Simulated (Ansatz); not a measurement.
`C=C(N)NC` and `C=C(N)[SiH2][SiH3]` differ in one atom or group.

Ansatz, PBE0-D4/def2-TZVP geometries, multiplicity 1. Each molecule was computed in one conformer, which needn't be the lowest.

| property | `C=C(N)NC` |
| --- | --- |
| HOMO–LUMO gap (PBE/def2-TZVPP) / eV | 4.59 |
| HOMO energy (ωB97M-V/def2-TZVPP) / eV | -7.83 |
| HOMO energy (PBE0/def2-TZVPP) / eV | -5.62 |
| LUMO energy (PBE0/def2-TZVPP) / eV | 0.97 |
| LUMO energy (B3LYP/def2-TZVPP) / eV | 0.63 |
| HOMO energy (B3LYP/def2-TZVPP) / eV | -5.43 |

(1) Give the same properties after the change, and the shifts. (Best estimate.)

## Answers

(1) Ansatz gave: 
```
                             property  `C=C(N)[SiH2][SiH3]`  shift
  HOMO–LUMO gap (PBE/def2-TZVPP) / eV                  4.22  -0.37
HOMO energy (ωB97M-V/def2-TZVPP) / eV                 -8.48  -0.65
   HOMO energy (PBE0/def2-TZVPP) / eV                 -6.26  -0.64
   LUMO energy (PBE0/def2-TZVPP) / eV                 -0.02  -0.99
  LUMO energy (B3LYP/def2-TZVPP) / eV                 -0.22  -0.85
  HOMO energy (B3LYP/def2-TZVPP) / eV                 -6.05  -0.62
```

With PBE0 the HOMO falls by 0.64 eV and the LUMO falls by 0.99 eV, so the gap narrows by about 0.35 eV. PBE moves the HOMO by -0.66 eV and ωB97M-V by -0.65 eV.

B3LYP here is the variant with VWN-RPA as its local correlation; programs differ in this.
